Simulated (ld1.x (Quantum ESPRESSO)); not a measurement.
# chlorine: variants of one TM potential

Base potential:

ld1.x (Quantum ESPRESSO) 7.5 input, shortened:

```
&input
   title='Cl', zed=17., rel=2, dft='BP', iswitch=3,
   config='[Ne] 3s2 3p4.5 3d-2', rel_dist='average'
 /
 &inputp
   pseudotype=2, tm=.true., lloc=1,
   nlcc=.true., rcore=0.20
 /
3
2S  1  0   2.00   0.00  0.60  0.60  0.0
3D  3  2  -2.00   0.40  0.65  0.65  0.0
2P  2  1   6.00   0.00  0.40  0.40  0.0
 &test
   configts(1)='2s2 2p6 3s2 3p4.5'
 /
```

Open shells are filled in proportion to 2j + 1 (rel_dist='average').

Occupied shells without a wave of their own: 3p, 3s. They enter only through the test configuration that unscreens the potential, and ld1.x also counts them in the model core charge.

All-electron outer shells of the reference configuration (BP86, scalar-relativistic, ld1.x):

| shell | level (eV) | outermost node (bohr) | outermost maximum (bohr) |
| --- | --- | --- | --- |
| 2s | -259.02 | 0.12 | 0.36 |
| 2p | -197.95 | – | 0.30 |
| 3s | -26.28 | 0.55 | 1.27 |
| 3p | -13.90 | 0.53 | 1.41 |

Cutoffs, loose and tight: the cutoffs (Ry, on a coarse ladder) from which the occupation-weighted sum of valence levels, in a spherical-Bessel basis at the reference potential, stays within 10 and 1 mRy of its value at 400 Ry. They do not see the model core or the augmentation charge, which bear on the density cutoff. Test errors are all-electron minus pseudo excitation energies from the reference, over the configurations 2s2 2p6 3s2 3p5; 2s2 2p6 3s2 3p4; 2s2 2p6 3s2 3p3; 2s2 2p5 3s2 3p5; 2s2 2p6 3s1 3p6; 2s2 2p6 3s2 3p5.3; 2s2 2p6 3s2 3p2. A dash means not determined; rows that change the core or the reference have their own tests.

With those shells counted twice in exchange and correlation these files are broken, and their errors move erratically; no question is asked of them.

Cutoffs are not given where the Bessel-basis levels miss the radial ones by over 6 mRy, ghosts where they miss by over 20 mRy; a channel whose overlap is not positive is not tested.

```csv
change,outcome,bound ghosts,largest test error (meV)
base,"generated, misses its reference levels by 1.12 eV",not determined,-690
"all radii but the core radius scaled by about 0.74 (s 0.44, p 0.30, d 0.48 bohr)","generated, misses its reference levels by 1.13 eV",not determined,-867
reference 2s2 2p6 3s2 3p5,"generated, misses its reference levels by 1.12 eV",not determined,-1943
wave 2s (bound): rc 0.60 bohr becomes 2s (bound): rc 0.40 bohr,"generated, misses its reference levels by 1.12 eV",not determined,-679
wave 3d channel at 0.4 Ry: rc 0.65 bohr becomes 3d channel at 5.85 Ry: rc 0.65 bohr,"generated, misses its reference levels by 1.12 eV",not determined,-690
"type PAW; waves now 2s (bound): rc 0.60 bohr; 3s (bound): rc 0.60 bohr; 2p (bound): rc 0.40 bohr; 3p (bound): rc 0.40 bohr; 3d channel at 0.4 Ry: rcut 0.55, rcutus 0.65 bohr; 3d channel at 0.7 Ry: rcut 0.55, rcutus 0.65 bohr; local potential all-electron potential smoothed inside 0.40 bohr (lloc = -1); augmentation BESSEL, radius 0.35 bohr",failed: compute_chi: chi too large beyond r_c,–,–
local potential the d channel,"generated, misses its reference levels by 0.45 eV",not determined,-1033
```
